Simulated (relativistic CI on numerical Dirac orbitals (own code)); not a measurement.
## Slater and spin-orbit integrals, Cd21+

These numbers are calculated, not measured: Dirac-Coulomb-Breit CI, separate exchange-only KLI orbitals for each configuration, model QED (radiative potential, 1s self-energy scaled to tabulated hydrogen-like ionisation energies), unscaled Slater integrals (own radial code, finite nucleus).

Slater integrals F^k, G^k are unscaled and averaged over j, outside the closed core [Ne]; ζ comes from projecting the Hamiltonian with its Breit term on Σ l·s of the shell.

- 3s²3p⁶3d⁹: ζ(3d) = 23003 cm⁻¹; <r>(3d) = 0.3196, <r^2>(3d) = 0.1201 (bohr units).
- 3s²3p⁵3d¹⁰: ζ(3p) = 193980 cm⁻¹; <r>(3p) = 0.3467, <r^2>(3p) = 0.1391 (bohr units).
- 3s²3p⁶3d⁸4s: F^2(3d,3d) = 318150, F^4(3d,3d) = 204010, ζ(3d) = 23629, G^2(3d,4s) = 31655 cm⁻¹; <r>(3d) = 0.3159, <r^2>(3d) = 0.1172, <r>(4s) = 0.7283, <r^2>(4s) = 0.595 (bohr units).

Problem. Give the Racah parameters of the d shell in 3s²3p⁶3d⁸4s.

Solution. B = F²/49 − 5F⁴/441 = 4180 cm⁻¹ and C = 35F⁴/441 = 16191 cm⁻¹.

Averages of the first 10 configurations, taken without configuration mixing, which lowers the lowest level and can move excited configurations by several eV; other configurations of the list can lie among them:

```
Configuration  Parity  States  Average energy above the lowest level (eV)
    3s²3p⁶3d⁹    even      10                                         3.0
   3s²3p⁵3d¹⁰     odd       6                                       223.3
    3s3p⁶3d¹⁰    even       2                                       364.9
  3s²3p⁶3d⁸4s    even      90                                       412.8
  3s²3p⁶3d⁸4p     odd     270                                       461.4
  3s²3p⁶3d⁸4d    even     450                                       533.7
  3s²3p⁶3d⁸4f     odd     630                                       604.2
 3s²3p⁶3d⁷4s²    even     120                                       844.1
  3s²3p⁵3d⁹4s     odd     120                                       628.8
 3s²3p⁴3d¹⁰4s    even      30                                       849.1
```
